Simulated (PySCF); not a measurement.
(1S)-1-cyclopropylethanol (C5H10O), SMILES C[C@H](O)C1CC1.

Geometry optimised at PBE0-D3(BJ)/def2-SVP. Other conformers were not sampled.

Method: PBE/def2-TZVP run with PySCF.

Isolated molecule, no solvent.

```
Quantity                                                                                                       Result
---------------------------------------------------------------------------------------------  ----------------------
total energy                                                                                       -271.48867 hartree
highest occupied level                                                                                       -6.06 eV
lowest empty level                                                                                            0.37 eV
orbital gap                                                                                                   6.42 eV
dipole moment                                                                                                  1.53 D
quadrupole, principal values (traceless, Buckingham form, about the centre of nuclear charge)   -7.55, 2.85, 4.70 D·Å
mean static polarisability                                                                       64.4 bohr³ (9.55 Å³)
polarisability, principal values                                                               59.7, 63.6, 70.0 bohr³
```
